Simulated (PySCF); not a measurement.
PySCF input (M06-2X/def2-TZVPD):

```python
from pyscf import gto, scf, dft

mol = gto.M(
    atom='''
    Si   -0.01824759   -0.65801825   -0.13832480
    Cl    1.73500648    0.30479456    0.08769235
    Cl   -1.71425309    0.41438693    0.02137670
    H    -0.06689696   -1.33025857    1.28112723
    H    -0.03044434   -1.68357129   -1.19875385
    ''',
    basis='def2-tzvpd',
    charge=1,
    spin=1,
    verbose=4,
)

mf = dft.UKS(mol, xc='m062x').density_fit(auxbasis='def2-universal-jkfit')
mf.grids.level = 4
mf.conv_tol = 1e-9
mf.max_cycle = 100
mf.max_memory = 1500
mf.kernel()
if not mf.converged:
    mf = mf.newton()
    mf.kernel(mf.make_rdm1())
for _ in range(2):
    mo, _, stable, _ = mf.stability(return_status=True)
    if stable:
        break
    mf.kernel(mf.make_rdm1(mo, mf.mo_occ))
mf.analyze()
```

End of the output:

```
Extra cycle  E= -1210.75665800016  delta_E= -3.57e-11  |g|= 4.97e-06  |ddm|= 1.11e-05
converged SCF energy = -1210.75665800016  <S^2> = 0.76033938  2S+1 = 2.0103128
uhf_internal: lowest eigs of H = [0.07901407 0.09592622 0.10293819]
<class 'pyscf.df.df_jk.DFUKS'> wavefunction is stable in the internal stability analysis
**** SCF Summaries ****
Total Energy =                       -1210.756658000162588
Nuclear Repulsion Energy =             192.118392002547893
One-electron Energy =                -2044.082798529049796
Two-electron Energy =                  641.207748526339401
Two-electron Coulomb Energy =          719.063352526937592
DFT Exchange-Correlation Energy =      -77.855604000598220
HOMO-LUMO gap [eV] =                     4.148069108217322
**** MO energy ****
                             alpha | beta                alpha | beta
MO #1   energy= -102.904056433419  | -102.900511058737  occ= 1 | 1
MO #2   energy= -102.904048817308  | -102.900503565856  occ= 1 | 1
MO #3   energy= -67.3374923436081  | -67.3374044724394  occ= 1 | 1
MO #4   energy= -10.0648609250914  | -10.0637661959405  occ= 1 | 1
MO #5   energy= -10.064854300624   | -10.0637578464768  occ= 1 | 1
MO #6   energy= -7.78791814305561  | -7.7833014182887   occ= 1 | 1
MO #7   energy= -7.78791165248595  | -7.78329174246341  occ= 1 | 1
MO #8   energy= -7.78413242999025  | -7.78013015773734  occ= 1 | 1
MO #9   energy= -7.78412323262652  | -7.78012383162888  occ= 1 | 1
MO #10  energy= -7.78132917364131  | -7.77831761915191  occ= 1 | 1
MO #11  energy= -7.78132290062735  | -7.77831053387011  occ= 1 | 1
MO #12  energy= -5.87060379083795  | -5.8709164469975   occ= 1 | 1
MO #13  energy= -4.18291784708931  | -4.18201597277345  occ= 1 | 1
MO #14  energy= -4.18126007138772  | -4.18139174300373  occ= 1 | 1
MO #15  energy= -4.17945849199722  | -4.17921275209376  occ= 1 | 1
MO #16  energy= -1.19600518400635  | -1.18147532879637  occ= 1 | 1
MO #17  energy= -1.17294654762222  | -1.1571305147153   occ= 1 | 1
MO #18  energy= -0.872636499468939 | -0.845011883742998 occ= 1 | 1
MO #19  energy= -0.733153709430162 | -0.710473874263641 occ= 1 | 1
MO #20  energy= -0.719101059563358 | -0.701378822370112 occ= 1 | 1
MO #21  energy= -0.712096166561535 | -0.679201255700373 occ= 1 | 1
MO #22  energy= -0.653249565704603 | -0.630608390367315 occ= 1 | 1
MO #23  energy= -0.642935530993064 | -0.626131318016561 occ= 1 | 1
MO #24  energy= -0.63210644388899  | -0.606410570991715 occ= 1 | 1
MO #25  energy= -0.627683545008861 | -0.453971841660966 occ= 1 | 0
MO #26  energy= -0.208446804898863 | -0.208230473598903 occ= 0 | 0
MO #27  energy= -0.169144464656594 | -0.169245955200573 occ= 0 | 0
MO #28  energy= -0.166083631784055 | -0.162748713978495 occ= 0 | 0
MO #29  energy= -0.138746995913755 | -0.136523033859283 occ= 0 | 0
MO #30  energy= -0.119910711320301 | -0.115541637078646 occ= 0 | 0
MO #31  energy= -0.101943023508112 | -0.101243524309929 occ= 0 | 0
MO #32  energy= -0.0994984374556192 | -0.0981135408290182 occ= 0 | 0
MO #33  energy= -0.0820255466944644 | -0.0823787456738003 occ= 0 | 0
MO #34  energy= -0.0713026171506314 | -0.0699059910753649 occ= 0 | 0
MO #35  energy= -0.0697213437627711 | -0.0671339239453028 occ= 0 | 0
MO #36  energy= -0.0619488128731687 | -0.062144508827558 occ= 0 | 0
MO #37  energy= -0.0561699056966176 | -0.0552292961815684 occ= 0 | 0
MO #38  energy= -0.0424332285280948 | -0.0403672910320437 occ= 0 | 0
MO #39  energy= -0.0318975385380326 | -0.0275657713093355 occ= 0 | 0
MO #40  energy= -0.020885085651473 | -0.012715035408735 occ= 0 | 0
MO #41  energy= -0.0114264509017592 | -0.0116518444114769 occ= 0 | 0
MO #42  energy= 0.000810408737359214 | 0.000409228026011094 occ= 0 | 0
MO #43  energy= 0.00792202768543393 | 0.00914521648109917 occ= 0 | 0
MO #44  energy= 0.0172961044378281 | 0.0193719573636487 occ= 0 | 0
MO #45  energy= 0.0351507796210841 | 0.0353195077357889 occ= 0 | 0
MO #46  energy= 0.0557648762949334 | 0.0552854190550186 occ= 0 | 0
MO #47  energy= 0.0563659576054006 | 0.060536008294201  occ= 0 | 0
MO #48  energy= 0.0684199756271429 | 0.0681731217113523 occ= 0 | 0
MO #49  energy= 0.0699067318452362 | 0.0694050154855415 occ= 0 | 0
MO #50  energy= 0.0798666212453403 | 0.0802644557642841 occ= 0 | 0
MO #51  energy= 0.0845690959143203 | 0.0848766023107596 occ= 0 | 0
MO #52  energy= 0.0932990952532355 | 0.095385891929036  occ= 0 | 0
MO #53  energy= 0.129319136520727  | 0.129765846172759  occ= 0 | 0
MO #54  energy= 0.133688563750755  | 0.131759751430503  occ= 0 | 0
MO #55  energy= 0.134031234643855  | 0.134137217627537  occ= 0 | 0
MO #56  energy= 0.158227909728066  | 0.159784189579084  occ= 0 | 0
MO #57  energy= 0.168028996050105  | 0.161895041156373  occ= 0 | 0
MO #58  energy= 0.179477010153397  | 0.175994507163105  occ= 0 | 0
MO #59  energy= 0.183692331640067  | 0.18054231730347   occ= 0 | 0
MO #60  energy= 0.202738770812039  | 0.199807479046849  occ= 0 | 0
MO #61  energy= 0.230029750053095  | 0.229890457428072  occ= 0 | 0
MO #62  energy= 0.246133353042956  | 0.241585340017473  occ= 0 | 0
MO #63  energy= 0.258320618052699  | 0.258709250609709  occ= 0 | 0
MO #64  energy= 0.265409660832094  | 0.258965227189237  occ= 0 | 0
MO #65  energy= 0.274008678757328  | 0.273507208028414  occ= 0 | 0
MO #66  energy= 0.277722073930267  | 0.279784333763189  occ= 0 | 0
MO #67  energy= 0.305121361865702  | 0.304884417224813  occ= 0 | 0
MO #68  energy= 0.311667772258393  | 0.309804746298629  occ= 0 | 0
MO #69  energy= 0.377830876357861  | 0.37796199971539   occ= 0 | 0
MO #70  energy= 0.392280179460017  | 0.394403711775604  occ= 0 | 0
MO #71  energy= 0.419580998491387  | 0.422746718134016  occ= 0 | 0
MO #72  energy= 0.424256488715647  | 0.427457695622986  occ= 0 | 0
MO #73  energy= 0.439960697863678  | 0.444082252924823  occ= 0 | 0
MO #74  energy= 0.455093523840692  | 0.458323474754408  occ= 0 | 0
MO #75  energy= 0.46185448371507   | 0.466151127682674  occ= 0 | 0
MO #76  energy= 0.46867268262246   | 0.471727687226735  occ= 0 | 0
MO #77  energy= 0.473722533106436  | 0.476230246644346  occ= 0 | 0
MO #78  energy= 0.482277313784576  | 0.485387349062767  occ= 0 | 0
MO #79  energy= 0.493348794957449  | 0.496227464486265  occ= 0 | 0
MO #80  energy= 0.501350669337535  | 0.502935130896323  occ= 0 | 0
MO #81  energy= 0.509526035713972  | 0.513581234668703  occ= 0 | 0
MO #82  energy= 0.523818354978325  | 0.526134591586036  occ= 0 | 0
MO #83  energy= 0.541040215382271  | 0.542457725646157  occ= 0 | 0
MO #84  energy= 0.595882926289049  | 0.598190551365185  occ= 0 | 0
MO #85  energy= 0.607582027938667  | 0.608396888606157  occ= 0 | 0
MO #86  energy= 0.619699519224935  | 0.62092205286825   occ= 0 | 0
MO #87  energy= 0.80956897957422   | 0.80692918100813   occ= 0 | 0
MO #88  energy= 0.85056841137149   | 0.850961846104586  occ= 0 | 0
MO #89  energy= 0.861324408113424  | 0.858615680821286  occ= 0 | 0
MO #90  energy= 0.896243037989785  | 0.893743583714365  occ= 0 | 0
MO #91  energy= 0.917196615221772  | 0.91153325001992   occ= 0 | 0
MO #92  energy= 0.944524475280379  | 0.943042377907473  occ= 0 | 0
MO #93  energy= 0.955815019704484  | 0.94973329661472   occ= 0 | 0
MO #94  energy= 1.01857720868705   | 1.01710952437195   occ= 0 | 0
MO #95  energy= 1.02649705699732   | 1.02738638437986   occ= 0 | 0
MO #96  energy= 1.08038517580163   | 1.07832377595982   occ= 0 | 0
MO #97  energy= 1.08089017824983   | 1.08067708237869   occ= 0 | 0
MO #98  energy= 1.11795332962632   | 1.11966701028807   occ= 0 | 0
MO #99  energy= 1.13363181864349   | 1.13242780525756   occ= 0 | 0
MO #100 energy= 1.17345700230396   | 1.16746276948163   occ= 0 | 0
MO #101 energy= 1.26970466784588   | 1.26000511036049   occ= 0 | 0
MO #102 energy= 1.42040651222978   | 1.41793255722761   occ= 0 | 0
MO #103 energy= 1.58040856277984   | 1.56212466407891   occ= 0 | 0
MO #104 energy= 1.59928920343531   | 1.58029912481249   occ= 0 | 0
[...]
```
